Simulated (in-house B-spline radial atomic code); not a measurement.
Successive ionisation energies of erbium; each step leads to the configuration of the next row (after the last: [Ne] 3s2 3p1/2(2) 3p3/2(2)). Dirac energy differences include first-order Breit, QED and recoil terms. NIST's values go from ground level to ground level; the uncertainty of those that are theory runs from under 0.1 % in few-electron ions to several per cent in heavy many-electron ones. Computed with an all-electron radial atomic-structure program (B-spline basis): Dirac-Hartree-Fock, jj configuration that fills j = l - 1/2 first, finite nuclei.

A number in brackets counts the electrons of a j subshell.

```csv
ion,configuration,ionisation energy (eV),tabulated value (eV),tabulated kind,computed minus tabulated (eV),highest orbital,largest mean radius (bohr)
Er45+,[Ar] 3d3/2(4) 3d5/2(1),3740.3,3742,tabulated theory,-2,3d5/2,0.21535
Er46+,[Ar] 3d3/2(4),3915.9,3916,tabulated theory,0,3d3/2,0.21403
Er47+,[Ar] 3d3/2(3),4040.3,4038,tabulated theory,2,3d3/2,0.21261
Er48+,[Ar] 3d3/2(2),4166.3,4170,tabulated theory,-4,3d3/2,0.21121
Er49+,[Ar] 3d3/2(1),?,?,tabulated theory,?,?,?
Er50+,[Ne] 3s2 3p6,?,?,tabulated theory,?,?,?
Er51+,[Ne] 3s2 3p1/2(2) 3p3/2(3),4750.9,4748,tabulated theory,3,3p3/2,0.2081
```

**Question.** Fill in the row of Er49+.

**Answer.** ionisation energy (eV): 4293.9; tabulated value (eV): 4294; computed minus tabulated (eV): 0; highest orbital: 3d3/2; largest mean radius (bohr): 0.21006.

**Question.** Fill in the row of Er50+.

**Answer.** ionisation energy (eV): 4638.9; tabulated value (eV): 4639; computed minus tabulated (eV): 0; highest orbital: 3p3/2; largest mean radius (bohr): 0.20895.
